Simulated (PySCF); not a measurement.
# Working out the ionisation energy of V²⁺

V²⁺ [Ar] 3d3 (4F) → V³⁺ [Ar] 3d2 (3F). Computed with PySCF 2.14 in cc-pVDZ-DK (6s5p3d1f, 43 functions), with the spin-free X2C one-electron Hamiltonian (Gaussian nucleus). Frozen: [Ar]. Energies in hartree (1 hartree = 27.21139 eV):

```
             part  V²⁺ (lower)  V³⁺ (upper)
              UHF  -947.428310  -946.382248
MP2 opposite-spin     0.000000     0.000000
    MP2 same-spin    -0.012568    -0.002156
```

Problem. What does Hartree-Fock give?

Solution. (-946.382248) − (-947.428310) = 1.046062 hartree = 28.465 eV.

Problem. What do MP2 and SCS-MP2 (6/5 opposite-spin, 1/3 same-spin) give?

Solution. The opposite-spin parts differ by 0.000 eV and the same-spin parts by 0.283 eV. MP2: 28.465 + (0.000) + (0.283) = 28.748 eV. SCS-MP2: 28.465 + 1.2 × (0.000) + (0.283)/3 = 28.559 eV.

Reference: 29.311 eV (measured; NIST Atomic Spectra Database, ionization energies), between the lowest levels; spin-orbit coupling is absent from the calculation.

A double-zeta basis recovers only part of the correlation energy.

What remains against the reference includes basis incompleteness, the frozen core and correlation beyond second order.
